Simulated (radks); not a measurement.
Spherical jellium clusters: N electrons in a uniform positive sphere of charge N and radius rs N^(1/3), rs = 3.62 bohr. Method: non-relativistic Kohn-Sham, LDA (Slater exchange, Perdew-Wang correlation), spin-polarised, spherical densities; computed with a radial shooting solver with Libxc functionals. Levels are named by radial order and angular momentum (1s, 1p, 1d, 2s, ...), and open shells are averaged over m.

N = 24, configuration 1s2 1p6 1d10 2s2 1f(up 4, down 0). This is the lowest configuration that the search found. Occupied and some empty levels:

| level | occupation | eigenvalue (eV) | <r> (bohr) |
|---|---|---|---|
| 1s up | 1 | -5.9023 | 6.520 |
| 1s down | 1 | -5.7385 | 6.285 |
| 1p up | 3 | -5.0750 | 7.635 |
| 1p down | 3 | -4.8472 | 7.526 |
| 1d up | 5 | -4.0071 | 8.438 |
| 1d down | 5 | -3.7478 | 8.407 |
| 2s up | 1 | -3.4117 | 6.897 |
| 2s down | 1 | -3.2800 | 7.028 |
| 1f up | 4 | -2.7512 | 9.158 |
| 1f down | 0 | -2.4831 | 9.192 |
| 2p up | 0 | -2.0139 | 8.551 |
| 2p down | 0 | -1.8822 | 8.643 |
| 1g up | 0 | -1.3635 | 9.942 |
| 1g down | 0 | -1.1074 | 10.06 |
| 2d up | 0 | -0.78383 | 10.97 |
| 2d down | 0 | -0.66463 | 11.24 |

Energy (eV): total -43.3477, kinetic 50.465, external -1773.8, Hartree 874.71, exchange-correlation -95.352, background 900.63.
